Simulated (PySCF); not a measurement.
AlN, triplet, geometry from GFN2-xTB (such geometries of metal compounds can be far from the true shape); BLYP/cc-pVDZ run with PySCF.

Input for PySCF:
```python
from pyscf import gto, scf, dft

mol = gto.M(
    atom='''
Al   -0.000000   -0.000000   -0.597338
N     0.000000    0.000000    1.109343
''',
    basis='cc-pvdz',
    charge=0,
    spin=2,
    verbose=4,
)

mf = dft.UKS(mol)
mf.xc = 'blyp'
mf.grids.atom_grid = (30, 110)
mf.kernel()
```

What the program printed (banner, timings and long lists left out):

```
PySCF version 2.14.0

[INPUT] verbose = 4
[INPUT] num. atoms = 2
[INPUT] num. electrons = 20
[INPUT] charge = 0
[INPUT] spin (= nelec alpha-beta = 2S) = 2
[INPUT] symmetry False subgroup None
[INPUT] Mole.unit = angstrom
[INPUT] Symbol           X                Y                Z      unit          X                Y                Z       unit  Magmom
[INPUT]  1 Al     0.000000000000   0.000000000000  -0.597338000000 AA    0.000000000000   0.000000000000  -1.128805223795 Bohr   0.0
[INPUT]  2 N      0.000000000000   0.000000000000   1.109343000000 AA    0.000000000000   0.000000000000   2.096354448203 Bohr   0.0

nuclear repulsion = 28.2156572866986
number of shells = 10
number of NR pGTOs = 67
number of NR cGTOs = 32
basis = cc-pvdz
ecp = {}

******** <class 'pyscf.dft.uks.UKS'> ********
method = UKS
initial guess = minao
damping factor = 0
level_shift factor = 0
DIIS = <class 'pyscf.scf.diis.CDIIS'>
diis_start_cycle = 1
diis_space = 8
diis_damp = 0
SCF conv_tol = 1e-09
SCF conv_tol_grad = None
SCF max_cycles = 50
direct_scf = True
direct_scf_tol = 1e-13
number electrons alpha = 11  beta = 9
XC library pyscf.dft.libxc version 7.1.2
    S. Lehtola, C. Steigemann, M. J. T. Oliveira, and M. A. L. Marques,  SoftwareX 7, 1–5 (2018)
XC functionals = blyp
    A. D. Becke,  Phys. Rev. A 38, 3098 (1988)
    C. Lee, W. Yang, and R. G. Parr,  Phys. Rev. B 37, 785 (1988)
    B. Miehlich, A. Savin, H. Stoll, and H. Preuss,  Chem. Phys. Lett. 157, 200 (1989)
radial grids:
    Treutler-Ahlrichs [JCP 102, 346 (1995); DOI:10.1063/1.469408] (M4) radial grids

becke partition: Becke, JCP 88, 2547 (1988); DOI:10.1063/1.454033
pruning grids: <function nwchem_prune>
grids dens level: 3
symmetrized grids: False
atomic radii adjust function: <function treutler_atomic_radii_adjust>
User specified grid scheme (30, 110)
small_rho_cutoff = 0
Set gradient conv threshold to 3.16228e-05
tot grids = 4872
init E= -297.06739224456

cycle= 1 E= -296.893010986732  delta_E= 0.174  |g|= 0.418  |ddm|= 1.06

cycle= 2 E= -294.050814995982  delta_E= 2.84  |g|= 1.59  |ddm|= 1.82
cycle= 3 E= -297.02829494794  delta_E= -2.98  |g|= 0.131  |ddm|= 1.53
cycle= 4 E= -297.024972825023  delta_E= 0.00332  |g|= 0.135  |ddm|= 0.131
cycle= 5 E= -297.032147609796  delta_E= -0.00717  |g|= 0.0958  |ddm|= 0.044
cycle= 6 E= -297.038549930711  delta_E= -0.0064  |g|= 0.0109  |ddm|= 0.097
cycle= 7 E= -297.038625231332  delta_E= -7.53e-05  |g|= 0.00225  |ddm|= 0.0129
cycle= 8 E= -297.038629818011  delta_E= -4.59e-06  |g|= 0.000614  |ddm|= 0.00367
cycle= 9 E= -297.038630120861  delta_E= -3.03e-07  |g|= 0.000137  |ddm|= 0.000685
cycle= 10 E= -297.038630136275  delta_E= -1.54e-08  |g|= 3.21e-05  |ddm|= 0.000236
cycle= 11 E= -297.038630139982  delta_E= -3.71e-09  |g|= 2.04e-05  |ddm|= 0.000207
cycle= 12 E= -297.03863014326  delta_E= -3.28e-09  |g|= 1.89e-05  |ddm|= 0.000217
cycle= 13 E= -297.038630149146  delta_E= -5.89e-09  |g|= 1.87e-05  |ddm|= 0.000398
cycle= 14 E= -297.038630217955  delta_E= -6.88e-08  |g|= 1.66e-05  |ddm|= 0.00503
cycle= 15 E= -297.03863033155  delta_E= -1.14e-07  |g|= 2.86e-05  |ddm|= 0.0109
cycle= 16 E= -297.038630388774  delta_E= -5.72e-08  |g|= 0.0001  |ddm|= 0.0101
cycle= 17 E= -297.038630412426  delta_E= -2.37e-08  |g|= 0.000152  |ddm|= 0.0123
cycle= 18 E= -297.038630419476  delta_E= -7.05e-09  |g|= 0.000101  |ddm|= 0.00312
cycle= 19 E= -297.038630431829  delta_E= -1.24e-08  |g|= 7.49e-05  |ddm|= 0.00745
cycle= 20 E= -297.038630435662  delta_E= -3.83e-09  |g|= 1.86e-05  |ddm|= 0.00207
cycle= 21 E= -297.038630436922  delta_E= -1.26e-09  |g|= 5.62e-06  |ddm|= 0.00218
cycle= 22 E= -297.038630437013  delta_E= -9.17e-11  |g|= 4.04e-06  |ddm|= 0.000508
Extra cycle  E= -297.038630437007  delta_E= 5.91e-12  |g|= 5.88e-06  |ddm|= 7.93e-06
converged SCF energy = -297.038630437007  <S^2> = 2.0113214  2S+1 = 3.0075381
```
